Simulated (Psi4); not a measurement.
Noncovalent pair: C2H4 (SMILES C=C) (first 6 atoms) with GeH4 (SMILES [GeH4]); geometry from B3LYP-D3(BJ)/def2-TZVP, rigid monomers moved along the line of their centres of mass till C2···Ge7 is 6.75 Å.
(charge 0, multiplicity 1):
```xyz
11

C      0.37314     0.25876     0.06214
C     -0.34394    -0.83911     0.24960
H     -0.07468     1.17791    -0.29574
H      1.43727     0.28469     0.26315
H      0.10392    -1.75658     0.61181
H     -1.40889    -0.86497     0.05308
Ge    -0.04434     0.86510     6.77185
H     -0.04770     2.21538     6.04267
H      1.20345     0.06414     6.37414
H     -1.30668     0.07372     6.40397
H     -0.02251     1.10838     8.29137
```

Calculation: SAPT0/aug-cc-pVDZ (Psi4).

### Question
Give the four SAPT terms and the total, and say what mostly holds the pair together.

### Answer
electrostatics -0.02, exchange 0.00, induction 0.00, dispersion -0.06, total -0.08 kcal/mol; the largest attraction is dispersion.
